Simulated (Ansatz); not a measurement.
Ansatz (an electronic-structure program) input:

Ansatz 0.2 input:
```yaml
crystal:
  periodic: [false, false, false]
  atoms:
    - {symbol: Cd, position_ang: [-0.85131381, -0.62715072, -0.76978882]}
    - {symbol: Br, position_ang: [0.89482770, 0.63170176, 0.77095770]}
basis:
  gaussian:
    orbitals: def2-TZVP
hamiltonian:
  xc: b3lyp
  dispersion: d3bj
magnetization: {spin_polarized: true, initial_magnetization: 1}
relax: {f_tol: 0.002, max_steps: 150}
```

Predict the final energy.

-2742.04222 Eh (B3LYP-D3(BJ)/def2-TZVP). The basis has 88 functions.

The spin state was set by rule; other spins were not relaxed.
